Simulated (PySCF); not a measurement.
**C7H10N: g tensor and hyperfine couplings**

Compound: C7H10N (doublet state).
Cartesian coordinates in Å at the GFN2-xTB level; atoms count from 1:
```xyz
18
C7H10N angstrom
C      2.833    0.204   -0.492
N      1.595    0.373   -0.550
C      0.733   -0.136    0.492
C      0.006   -1.329   -0.016
C     -1.467   -1.193    0.037
C     -1.701    0.220    0.529
C     -1.184    1.312   -0.355
C     -0.370    0.856    0.819
H      3.439    0.563   -1.310
H      3.358   -0.286    0.337
H      1.328   -0.384    1.397
H      0.512   -2.152   -0.483
H     -1.931   -1.373   -0.941
H     -1.908   -1.928    0.725
H     -2.563    0.406    1.152
H     -0.822    1.049   -1.336
H     -1.653    2.283   -0.298
H     -0.215    1.521    1.655
```

The hyperfine couplings belong to this conformer and change with its torsions.

Identity: `C=N[C@@H]1[CH]C[C@@H]2C[C@@H]21` [radical].

Theory: UKS B3LYP, pcH-1 on C H N, non-relativistic, mean-field spin-orbit, GIAO in PySCF. One conformer (not necessarily the lowest) at the GFN2-xTB geometry, without solvent, vibrations or thermal averaging. A GFN2-xTB geometry isn't a minimum of the functional, and hyperfine couplings can be far from their values at a DFT geometry. No stability test was run, so a lower SCF solution isn't excluded.

```json
{
 "g1, g2, g3": "2.00214, 2.00269, 2.00292",
 "g_iso": "2.00258",
 "Form of g": "rhombic: the two nearest values differ by 30 % of g3 − g1",
 "⟨S²⟩": "0.7540 (exact 0.7500)",
 "α and β electrons": "30, 29",
 "HOMO–LUMO gap, α and β orbitals": "5.11, 5.23 eV"
}
```

Isotropic coupling and dipolar principal values T1 to T3, in 10⁻⁴ cm⁻¹ (1 × 10⁻⁴ cm⁻¹ = 2.998 MHz):

```
atom  isotope  a_iso     T1     T2    T3  Mulliken spin population
  C1      13C    0.3   -0.9   -0.4   1.3                      0.03
  N2      14N    5.7   -0.8   -0.3   1.1                      0.01
  C3      13C   -9.5   -0.5   -0.3   0.8                     -0.06
  C4      13C   31.1  -26.9  -26.8  53.7                      1.02
  C5      13C  -11.0   -0.8    0.2   0.5                     -0.09
  C6      13C    0.7   -0.3   -0.3   0.6                      0.00
  C7      13C   -0.4   -0.3   -0.1   0.4                      0.00
  C8      13C    1.1   -0.4   -0.3   0.7                      0.00
  H9       1H    0.1   -0.6   -0.4   1.0                      0.00
 H10       1H   -0.6   -0.6   -0.3   0.8                      0.00
 H11       1H   32.6   -1.9   -1.2   3.1                      0.04
 H12       1H  -20.3  -12.7   -0.2  12.9                     -0.04
 H13       1H   33.3   -1.6   -1.2   2.9                      0.04
 H14       1H   43.0   -1.8   -1.2   3.1                      0.05
 H15       1H   -0.6   -0.6   -0.6   1.1                      0.00
 H16       1H    0.2   -1.1   -1.0   2.1                      0.00
 H17       1H    0.2   -0.4   -0.4   0.7                      0.00
 H18       1H   -0.4   -0.6   -0.5   1.1                      0.00
```

Largest spin populations (Mulliken): C4 (+1.02) and C5 (-0.09). No atom but C4 exceeds +0.15. The positive populations add up to 1.19 and the negative ones to -0.19, together 2S = 1. The angles at C4 add up to 359.6°, so it is planar; its axial dipolar tensor and the negative coupling of its proton fit spin in a p orbital normal to that plane.

Axes: g3 points within 5° of the C3–C4 bond.

Under fast tumbling the dipolar parts average out, and these isotropic splittings remain (the largest six): 1 × 1H (H14, I = 1/2, 2 lines) with 4.60 mT, 1 × 1H (H13, I = 1/2, 2 lines) with 3.56 mT, 1 × 1H (H11, I = 1/2, 2 lines) with 3.48 mT, 1 × 1H (H12, I = 1/2, 2 lines) with 2.18 mT, 1 × 14N (N2, I = 1, 3 lines) with 0.61 mT and 1 × 1H (H10, I = 1/2, 2 lines) with 0.07 mT.

The 13C coupling of C4 (93.2 MHz) shows only in satellite lines or after enrichment, since that isotope makes up about 1.07 % of natural carbon.
